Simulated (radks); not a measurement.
Pb40+, 42 electrons, occupied as [Kr] 4d6. Method: Dirac Kohn-Sham, PBE, spin-unpolarised, spherical densities, point nucleus; open shells are shared between the two j in proportion to 2j + 1; computed with a radial shooting solver on a logarithmic mesh with Libxc functionals. Some entries of the table are withheld. Estimate them.

orbital  occ.  eigenvalue (eV)  r(max) (bohr)
1s1/2       2        -89758.03       0.009835
2s1/2       2        -17503.67        0.05736
2p1/2       2        -16877.41            (1)
2p3/2       4        -14687.62            (2)
3s1/2       2        -5521.124         0.1609
3p1/2       2        -5243.597            (3)
3p3/2       4        -4745.386            (4)
3d3/2       4        -4296.554         0.1282
3d5/2       6        -4190.242         0.1324
4s1/2       2        -2414.556         0.3471
4p1/2       2              (5)         0.3425
4p3/2       4              (6)         0.3680
4d3/2     2.4              (7)         0.3519
4d5/2     3.6              (8)         0.3590

Answer. 
(1) 2p1/2 r(max) (bohr): 0.04198
(2) 2p3/2 r(max) (bohr): 0.04970
(3) 3p1/2 r(max) (bohr): 0.1499
(4) 3p3/2 r(max) (bohr): 0.1652
(5) 4p1/2 eigenvalue (eV): -2293.315
(6) 4p3/2 eigenvalue (eV): -2140.726
(7) 4d3/2 eigenvalue (eV): -1947.921
(8) 4d5/2 eigenvalue (eV): -1916.050
